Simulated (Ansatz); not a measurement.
`CCS[Si](O)(O)O` and `O[Si](O)(O)O[SiH2]F` differ in one atom or group.

Ansatz, PBE0-D4/def2-TZVP geometries, multiplicity 1. Each molecule was computed in one conformer, which needn't be the lowest.

| property | `CCS[Si](O)(O)O` |
| --- | --- |
| LUMO energy (PBE/def2-TZVPP) / eV | -0.43 |
| HOMO–LUMO gap (B3LYP/def2-TZVPP) / eV | 6.88 |
| HOMO energy (PBE/def2-TZVPP) / eV | -5.73 |
| LUMO energy (PBE0/def2-TZVPP) / eV | 0.49 |
| LUMO energy (B3LYP/def2-TZVPP) / eV | 0.15 |
| size of the dipole moment (B3LYP/def2-TZVPP) / D | 0.61 |

**Question.** Give the same properties after the change, and the shifts. (An estimate is asked.)

**Answer.** Ansatz gave: 
```json
{"property": "LUMO energy (PBE/def2-TZVPP) / eV", "`O[Si](O)(O)O[SiH2]F`": "-0.64", "shift": "-0.21"}
{"property": "HOMO–LUMO gap (B3LYP/def2-TZVPP) / eV", "`O[Si](O)(O)O[SiH2]F`": "8.71", "shift": "1.83"}
{"property": "HOMO energy (PBE/def2-TZVPP) / eV", "`O[Si](O)(O)O[SiH2]F`": "-7.44", "shift": "-1.71"}
{"property": "LUMO energy (PBE0/def2-TZVPP) / eV", "`O[Si](O)(O)O[SiH2]F`": "0.24", "shift": "-0.25"}
{"property": "LUMO energy (B3LYP/def2-TZVPP) / eV", "`O[Si](O)(O)O[SiH2]F`": "-0.12", "shift": "-0.27"}
{"property": "size of the dipole moment (B3LYP/def2-TZVPP) / D", "`O[Si](O)(O)O[SiH2]F`": "1.69", "shift": "1.08"}
```

With PBE0 the HOMO falls by 2.07 eV and the LUMO falls by 0.25 eV, so the gap widens by about 1.82 eV. PBE moves the HOMO by -1.71 eV and ωB97M-V by -2.18 eV. Dipoles are sizes alone; their direction can turn.

B3LYP here is the variant with VWN-RPA as its local correlation; programs differ in this.
